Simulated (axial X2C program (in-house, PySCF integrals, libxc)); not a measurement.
# Outer orbitals of TiN⁻ at 1.569 Å, TPSSh

All values were computed with an in-house all-electron X2C program for linear molecules (integrals from PySCF). Spin-free means the one-electron spin-free X2C Hamiltonian; two-component (2c) means X2C with spin–orbit coupling and atomic mean-field two-electron Coulomb and Gaunt terms, so the difference of the two also holds small scalar two-electron terms. Basis: Ti dyall-acv3z [11s11p7d4f2g], N dyall-av3z [7s7p3d2f] (cores contracted in-house); Gaussian nuclei, density fitting, unrestricted open shells. Masses: Ti 47.948 u, N 14.003 u.

The distance is close to the 2c PBE0 minimum; the highest filled and lowest empty levels are listed.

Spin-free orbitals, state M_S = 0, Λ = 0 (closed shell) (Löwdin shares):

| symmetry | occupied | ε (eV) | atomic character |
| --- | --- | --- | --- |
| π-α | yes | -34.84 | 96% Ti p |
| π+α | yes | -34.84 | 96% Ti p |
| σα | yes | -34.53 | 92% Ti p, 3% N p |
| σα | yes | -12.21 | 61% N s, 16% Ti d, 11% Ti p |
| π+α | yes | -2.11 | 55% N p, 37% Ti d, 3% Ti p |
| π-α | yes | -2.11 | 55% N p, 37% Ti d, 3% Ti p |
| σα | yes | -1.62 | 51% N p, 36% Ti d, 5% Ti p |
| σα | yes | 0.41 | 63% Ti s, 13% Ti p, 11% N p |
| π-α | no | 1.70 | 99% Ti p |
| π+α | no | 1.70 | 99% Ti p |
| σα | no | 1.74 | 91% Ti p, 8% Ti s |
| δ-α | no | 1.94 | 96% Ti d, 2% N d |
| δ+α | no | 1.94 | 96% Ti d, 2% N d |

One partner of each degenerate Kramers or spin pair is listed. The highest filled level is positive, so this functional does not bind it, and the empty levels of an anion are set by the basis.

Spinors with spin–orbit coupling (state Ω = 0):

| ω | occupied | ε (eV) | atomic character | λ mixture |
| --- | --- | --- | --- | --- |
| 1/2 | yes | -35.15 | 96% Ti p | 84% π, 16% σ |
| 3/2 | yes | -34.61 | 96% Ti p | 100% π |
| 1/2 | yes | -34.38 | 93% Ti p, 2% N p | 84% σ, 16% π |
| 1/2 | yes | -12.21 | 61% N s, 16% Ti d, 11% Ti p | 100% σ |
| 1/2 | yes | -2.12 | 55% N p, 37% Ti d, 3% Ti p | 100% π |
| 3/2 | yes | -2.11 | 55% N p, 37% Ti d, 3% Ti p | 100% π |
| 1/2 | yes | -1.63 | 51% N p, 36% Ti d, 5% Ti p | 100% σ |
| 1/2 | yes | 0.41 | 63% Ti s, 13% Ti p, 11% N p | 100% σ |
| 1/2 | no | 1.70 | 99% Ti p | 100% π |
| 3/2 | no | 1.70 | 99% Ti p | 100% π |
| 1/2 | no | 1.74 | 91% Ti p, 8% Ti s | 100% σ |
| 3/2 | no | 1.92 | 96% Ti d, 2% N d | 100% δ |

One partner of each degenerate Kramers or spin pair is listed. The highest filled level is positive, so this functional does not bind it, and the empty levels of an anion are set by the basis.

Mulliken charges and populations of the two-component result (they depend on the basis, above all on diffuse functions):

Ti -0.37 e (s 7.71 p 12.29 d 2.33 f 0.03), N -0.63 e (s 3.92 p 3.67 d 0.04 f 0.01).

Occupations by symmetry block were frozen at the best pattern of an incomplete PBE0 search. The highest occupied level of some functionals is positive through self-interaction error; at Hartree–Fock it is bound.
